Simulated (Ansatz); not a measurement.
```yaml
crystal:
  periodic: [true, true, true]
  atoms:
    - {symbol: N, position_ang: [0.014656, 1.403622, 1.533068]}
    - {symbol: Al, position_ang: [-0.695018, 0.125520, 0.520865]}
    - {symbol: C, position_ang: [0.572221, -0.806962, -0.739074]}
    - {symbol: O, position_ang: [0.376912, -2.003717, -1.218450]}
    - {symbol: Cl, position_ang: [-0.944594, 0.714923, -1.662137]}
    - {symbol: H, position_ang: [-0.325291, 1.611955, 2.457495]}
    - {symbol: H, position_ang: [0.633963, 2.133696, 1.223236]}
    - {symbol: H, position_ang: [-1.866875, -0.765869, 1.095058]}
    - {symbol: H, position_ang: [1.419698, -0.280727, -1.193033]}
    - {symbol: H, position_ang: [0.897428, -2.183542, -2.014129]}
basis:
  gaussian: {orbitals: def2-mTZVP}
total_charge: 1
magnetization: {spin_polarized: true, initial_magnetization: 1}
hamiltonian: {xc: {name: PBE-QIDH}}
output: {forces: true}
```

```sh
$ ansatz run in.yaml --threads 4 --pin off --events-out ev --progress --plain --max-ram 10444MiB
```

It prints (some lines left out):

```
Error: YAML parse error: error: line 2 column 3: crystal: missing field `lattice` (a structure is typed as `lattice` and `atoms`, a molecule's as `atoms` in Å alone, or read from a run's directory, `checkpoint`)
 --> <input>:2:3
1 | crystal:
2 |   periodic: [true, true, true]
3 |   atoms:
4 |     - {symbol: N, position_ang: [0.014656, 1.403622, 1.533068]}
```

(1) What is wrong with this run?

## Answers

(1) The molecule is marked periodic without a cell. The program refused the input.
